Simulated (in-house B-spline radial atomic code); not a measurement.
Radial electron density of Br+, [Ar] 3d10 4s2 4p4. All numbers are computed (Dirac-Kohn-Sham LDA VWN5, spherical fractional occupations; Fermi nucleus of rms radius 4.1629 fm, inside a hard spherical wall at 6.62 bohr) with an all-electron radial atomic-structure program (B-spline basis), not measured.

Columns: r (bohr), 4πr²n(r) (electrons per bohr), bar.

```
 0.00189    1.417 #
  0.0023    2.013 ##
 0.00281    2.861 ##
 0.00343    4.028 ###
 0.00418    5.603 #####
 0.00511    7.742 #######
 0.00623     10.5 #########
  0.0076    14.02 ############
 0.00928    18.35 ################
  0.0113    23.33 ####################
  0.0138    28.88 #########################
  0.0169    34.51 ##############################
  0.0206     39.3 ##################################
  0.0251    42.56 #####################################
  0.0306    43.57 ######################################
  0.0374    42.15 ####################################
  0.0456    39.12 ##################################
  0.0557    36.33 ###############################
  0.0679    36.11 ###############################
  0.0829    39.73 ##################################
   0.101    45.92 ########################################
   0.123    50.87 ############################################
   0.151    50.22 ###########################################
   0.184    42.98 #####################################
   0.224    33.54 #############################
   0.274    28.25 ########################
   0.334    29.97 ##########################
   0.408    34.21 ##############################
   0.497    34.03 #############################
   0.607    27.18 ########################
   0.741    17.42 ###############
   0.904    9.779 ########
     1.1    6.082 #####
    1.35    4.849 ####
    1.64    4.159 ####
       2    3.057 ###
    2.45    1.751 ##
    2.99   0.7703 #
    3.64   0.2529 
    4.45  0.05566 
    5.42 0.007184 
    6.55 1.555e-05
```

On this grid the curve has 3 maxima, near 0.0306, 0.123, 0.408 bohr.

The 4p3/2 radial function P(r) = rR(r), positive near the nucleus, with its small component Q(r) (sign convention: Q ≈ (P' + κP/r)/2c):

```csv
r (bohr),P,Q
0.00281,0.001122,-7.194e-05
0.00418,0.002407,-0.0001544
0.00623,0.005126,-0.0003288
0.00928,0.01071,-0.0006873
0.0138,0.02174,-0.001396
0.0206,0.04272,-0.002748
0.0306,0.07852,-0.005079
0.0456,0.1327,-0.008707
0.0679,0.1946,-0.01325
0.101,0.2244,-0.01689
0.151,0.1496,-0.01622
0.224,-0.06739,-0.008869
0.334,-0.3165,0.002157
0.497,-0.3191,0.008297
0.741,0.06005,0.00575
1.1,0.5624,-0.0002116
1.64,0.7826,-0.003528
2.45,0.5819,-0.002987
3.64,0.2412,-0.001228
5.42,0.04278,-0.000241
```
